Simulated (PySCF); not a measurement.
Sn(F)(Cl)(Br)2, Br2ClFSn, SMILES [Sn]([Cl])([Br])([Br])[F] at its PBE0/def2-SVP optimised geometry (Å):

```
5

F     -1.3473    -2.0082    -1.6068
Sn    -0.7597    -1.1337     0.0000
Cl    -1.5935    -2.3812     1.7651
Br    -1.6919     1.1337     0.0000
Br     1.6919    -1.1337     0.0000
```

Computed with PBE0/def2-TZVP, def2 effective core potentials past Kr (PySCF). The core electrons that the potentials of Sn replace are not part of the density. Cells within 0.4 Å of a nucleus heavier than hydrogen are left out (blank, or x).

Map of the electron localisation function on the plane z = 1.5 Å:

```
|00000000000000000000000000000|
|00000000000000000000000000000|
|00000000000000000000000000000|
|00000000000000000000000000000|
|00000000000000000000000000000|
|00000011222100000000000000000|
|00001234444321000000000000000|
|00012356666532000000000000000|
|00023567777642100000000000000|
|00124678887653100000000000000|
|00135678887642000000000000000|
|00135677776531000000000000000|
|00023566665320000001111000000|
|00011234432110000013332100000|
|00000001111000000135554310000|
|00000000000000001356766421000|
|00000000001110001367777531000|
|00000112222211001467887641000|
|00012456665421001467887641000|
|00135788888642001367887641000|
|00257899888863100257776531000|
|01368997117875100135665420000|
|01368991xx2986200014554210000|
|01368992xx4986200002332100000|
|00358999459986300000111000000|
|00247899999986300000000000000|
|00135789999875200000000000000|
|00013567887753100000000000000|
|00001245555431000000000000000|
```
Scale: ten equal steps from 0.000 (start of '0') to 0.901 (end of '9'), in the order '0123456789'; x runs from -4.00 to 4.00, y from -4.00 (bottom) to 4.00 (top).
